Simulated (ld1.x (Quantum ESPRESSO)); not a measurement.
# u(r) = r·R(r): atom against pseudo-atom (Os (Z = 76))

Columns: radius, all-electron u(r) and pseudo u(r) of the 6s shell (level -6.15 eV) of osmium in the configuration [Kr] 4d10 4f14 5s2 5p6 5d6 6s2 6p0; PBE, scalar-relativistic, PAW scheme, ld1.x (Quantum ESPRESSO) 7.5.

```csv
r (bohr),all-electron,pseudo
0.123,0.1197,0.1797
0.245,-0.0749,0.3338
0.368,-0.1863,0.4451
0.490,-0.0097,0.5006
0.613,0.1937,0.4992
0.735,0.2989,0.4472
0.858,0.2993,0.3555
0.980,0.2251,0.2391
1.103,0.1087,0.1088
1.225,-0.0221,-0.0235
1.348,-0.1523,-0.1526
1.470,-0.2701,-0.2701
1.593,-0.3726,-0.3726
1.715,-0.4567,-0.4567
1.838,-0.5241,-0.5241
1.960,-0.5750,-0.5750
2.083,-0.6122,-0.6122
2.205,-0.6367,-0.6367
2.328,-0.6509,-0.6509
2.450,-0.6562,-0.6562
2.573,-0.6543,-0.6543
2.695,-0.6464,-0.6464
2.818,-0.6337,-0.6337
2.940,-0.6173,-0.6173
3.063,-0.5979,-0.5979
3.185,-0.5765,-0.5765
```

How many radial nodes do the two functions have?

The all-electron 6s function has n − l − 1 = 5 (the table is too coarse to show those close to the nucleus); the pseudo-wave has 1, since 1 lower shell of the same l stays in the valence.

At about which radius was the pseudo-wave matched?

1.45 bohr, where the columns begin to agree (steps of 0.12 bohr).

Is the pseudo-wave norm-conserving?

No, it belongs to a PAW set: the norm inside the radius is not constrained, and the difference is carried by the augmentation charge.
